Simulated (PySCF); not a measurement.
SMILES [GeH3][CH2]Oc1cccs1, C₅H₈GeOS

Geometry (Å), atoms numbered from 1 in this order:
```xyz
16

Ge    3.2565   -0.1201    0.0923
C     1.4542    0.6855    0.0884
O     0.6026   -0.4416   -0.0020
C    -0.7214   -0.2059   -0.0240
C    -1.6967   -1.1526   -0.1055
C    -2.9929   -0.5883   -0.1078
C    -2.9882    0.7627   -0.0284
S    -1.3865    1.4009    0.0519
H     4.3130    0.9320    0.1814
H     3.3744   -1.0397    1.2575
H     3.4408   -0.9018   -1.1615
H     1.2403    1.2563    1.0001
H     1.2903    1.3598   -0.7608
H    -1.4879   -2.2040   -0.1615
H    -3.8910   -1.1766   -0.1661
H    -3.8153    1.4425   -0.0111
```

The calculation used PySCF, GIAO HF/pcSseg-1 magnetisability, rotational g tensor and spin-rotation constants, non-relativistic, gas phase. Geometry: GFN2-xTB.

The calculation is non-relativistic, which matters for the atoms heavier than Zn.

Question: Give the nuclear spin-rotation constants along the inertial axes (H = +C I·J) beside the isotropic shieldings.

Answer: Rotational constants 4.5410, 0.4452, 0.4084 GHz. A star marks the isotopologue with that one atom substituted, in its own axes.
| atom | isotope | Caa (kHz) | Cbb (kHz) | Ccc (kHz) | mean (kHz) | σ (ppm) |
| --- | --- | --- | --- | --- | --- | --- |
| H9 | 1H | -0.190 | -0.012 | -0.041 | -0.081 | 28.7 |
| H10 | 1H | -0.424 | -0.026 | -0.005 | -0.152 | 28.6 |
| H11 | 1H | -0.424 | -0.026 | -0.006 | -0.152 | 28.6 |
| H12 | 1H | -0.385 | -0.033 | -0.004 | -0.141 | 28.5 |
| H13 | 1H | -0.386 | -0.033 | -0.004 | -0.141 | 28.5 |
| H14 | 1H | -0.392 | 0.035 | -0.044 | -0.134 | 25.7 |
| H15 | 1H | 0.171 | -0.017 | -0.043 | 0.037 | 25.0 |
| H16 | 1H | 0.169 | -0.020 | -0.046 | 0.034 | 25.8 |
| Ge1 | 73Ge* | -0.963 | -0.106 | -0.095 | -0.388 | 1693.9 |
| C2 | 13C* | 0.830 | 0.064 | 0.092 | 0.329 | 139.9 |
| O3 | 17O* | -0.415 | -0.080 | -0.017 | -0.171 | 269.0 |
| C4 | 13C* | 2.297 | 0.176 | 0.096 | 0.857 | 11.5 |
| C5 | 13C* | 1.541 | 0.148 | 0.051 | 0.580 | 86.5 |
| C6 | 13C* | 2.127 | 0.147 | 0.049 | 0.774 | 59.2 |
| C7 | 13C* | 2.052 | 0.120 | 0.053 | 0.742 | 74.8 |
| S8 | 33S* | 1.353 | 0.159 | 0.106 | 0.539 | 393.6 |

For the geometry as given, no vibrational averaging.

Question: How do the rotational constants and the g tensor change when H9, H10, H11, H12, H13, H14, H15, H16 are replaced by deuterium?

Answer: Constants 3.8452, 0.4163, 0.3807 GHz; g -0.0535, -0.0056, 0.0026, against -0.0632, -0.0060, 0.0028 before.
